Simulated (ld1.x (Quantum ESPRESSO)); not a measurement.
# Ir: variants of one RRKJ potential

Base potential:

| Item | Value |
| --- | --- |
| Element | Ir |
| Generator | ld1.x (Quantum ESPRESSO) 7.5 |
| Type | norm-conserving RRKJ (Kleinman–Bylander form) |
| Functional | LDA (PZ) |
| Relativity | scalar-relativistic |
| Frozen core | [Kr] 4d10 4f14 |
| Valence charge | 17 |
| Reference configuration | 5s2 5p6 5d6 6s0 6p0 (charge +3) |
| Partial waves | 5p (bound): rc 2.00 bohr; 5d (bound): rc 2.30 bohr; 5f channel at 0.1 Ry: rc 2.45 bohr; 5s (bound): rc 1.10 bohr |
| Local potential | the s channel |
| Core correction | a·sin(br)/r model core inside 0.85 bohr |

All-electron outer shells of the reference configuration (LDA (PZ), scalar-relativistic, ld1.x):

```csv
shell,level (eV),outermost node (bohr),outermost maximum (bohr)
5s,-129.96,0.50,0.89
4f,-94.44,–,0.39
5p,-86.35,0.54,1.01
5d,-37.19,0.59,1.28
6s,-31.82,1.15,2.16
6p,-22.82,1.35,2.60
```

Cutoffs, loose and tight: the cutoffs (Ry, on a coarse ladder) from which the occupation-weighted sum of valence levels, in a spherical-Bessel basis at the reference potential, stays within 10 and 1 mRy of its value at 400 Ry. They do not see the model core or the augmentation charge, which bear on the density cutoff. Test errors are all-electron minus pseudo excitation energies from the reference, over the configurations 5s2 5p6 5d7 6s2 6p0; 5s2 5p6 5d7 6s1 6p0; 5s2 5p6 5d7 6s0 6p0; 5s2 5p6 5d7 6s1 6p1; 5s2 5p5 5d7 6s2 6p0; 5s1 5p6 5d7 6s2 6p0; 5s2 5p6 5d7.5 6s1.5 6p0 (two spin-polarised tests are not counted in the largest error). A dash means not determined; rows that change the core or the reference have their own tests.

| change | outcome | cutoff, loose | cutoff, tight | bound ghosts | largest test error (meV) |
| --- | --- | --- | --- | --- | --- |
| base | generated | 120 Ry | 200 Ry | none | +368 |
| all radii but the core radius scaled by about 0.76 (s 0.84, p 1.52, d 1.74, f 1.86 bohr) | generated | 230 Ry | over 300 Ry | none | +526 |
| all radii but the core radius scaled by about 0.88 (s 0.96, p 1.76, d 2.02, f 2.14 bohr) | generated | 140 Ry | 230 Ry | none | +240 |
| all radii but the core radius scaled by about 0.95 (s 1.04, p 1.90, d 2.20, f 2.34 bohr) | generated | 140 Ry | 230 Ry | none | +247 |
| all radii but the core radius scaled by about 1.14 (s 1.26, p 2.28, d 2.62, f 2.80 bohr) | generated | 100 Ry | 180 Ry | none | +1276 |
| all radii but the core radius scaled by about 1.18 (s 1.30, p 2.36, d 2.72, f 2.90 bohr) | generated | 90 Ry | 160 Ry | none | +1591 |
| all radii but the core radius scaled by about 1.29 (s 1.42, p 2.58, d 2.96, f 3.16 bohr) | generated | 80 Ry | 120 Ry | none | +3679 |
| all radii but the core radius scaled by about 1.39 (s 1.54, p 2.78, d 3.20, f 3.42 bohr) | generated | 70 Ry | 90 Ry | none | +6144 |

Reading the sweep of the scale of all radii but the core radius (base = 1) (base included, trends over the rows without a ghost): The loose cutoff falls from 230 Ry at 0.76 to 70 Ry at 1.39. A larger radius leaves more room for a smooth pseudo-wave, so fewer plane waves are needed; a smaller one forces it to follow the all-electron wave where it bends sharply. The median size of the test errors (rows with all tests solved) rises from 290.8 meV at 0.76 to 3068.6 meV at 1.39, with one reversal. More of the atom is replaced by a form fitted at one configuration, so other configurations suffer as the radius grows.
